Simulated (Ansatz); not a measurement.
`N[SiH2]CBS`, charge 0, multiplicity 1.

(1) Give a relaxed structure at PBE0-D4/def2-TZVP (Ansatz 0.2.0). (Estimate.)

## Answers

(1) Ansatz gave: 
Cartesian coordinates in Å:
```
N -1.2561 1.2954 0.1858
Si -1.1007 -0.1975 -0.6535
C 0.3422 -1.1658 0.0774
B 1.6327 -0.3388 -0.0884
S 2.2242 0.8614 1.0975
H -0.4860 1.9467 0.1910
H -2.1380 1.7817 0.1654
H -0.8739 -0.0858 -2.1251
H -2.3780 -0.9311 -0.4488
H 0.0688 -1.3670 1.1172
H 0.3807 -2.1049 -0.4841
H 2.2992 -0.3863 -1.0807
H 1.2849 0.6920 2.0464
```
This is one stationary point; other conformers may exist.
